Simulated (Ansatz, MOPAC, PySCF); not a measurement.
Molecule: N2H (charge 0, doublet). SMILES: [N][NH]
Geometry: optimised at B3LYP-D3(BJ)/def2-TZVP (Ansatz, a first-principles code).

Unscaled harmonic wavenumbers (cm⁻¹) in rising order, each level at the stationary point that it reaches from this structure (no distance between atoms moves by over 0.3 Å); the order of modes can differ between levels, and a negative number is imaginary. B3LYP-D3(BJ)/def2-TZVP (PySCF, at the structure above): 1121, 1878, 2751.

PM7 (MOPAC): 945, 2190, 2654. Zero-point energy 8.3 against 8.2 kcal/mol; where all levels lie over 400 cm⁻¹, the wavenumbers are on average 0.991 times those of B3LYP-D3(BJ)/def2-TZVP.

HF/3-21G (Ansatz): 1051, 1315, 3228. Zero-point energy 8.0 against 8.2 kcal/mol; where all levels lie over 400 cm⁻¹, the wavenumbers are on average 0.937 times those of B3LYP-D3(BJ)/def2-TZVP.

HF/6-31G* (Ansatz): 1265, 1661, 3274. Zero-point energy 8.9 against 8.2 kcal/mol; where all levels lie over 400 cm⁻¹, the wavenumbers are on average 1.068 times those of B3LYP-D3(BJ)/def2-TZVP.

B3LYP/6-31G* (Ansatz): 1144, 1893, 2773. Zero-point energy 8.3 against 8.2 kcal/mol; where all levels lie over 400 cm⁻¹, the wavenumbers are on average 1.012 times those of B3LYP-D3(BJ)/def2-TZVP.
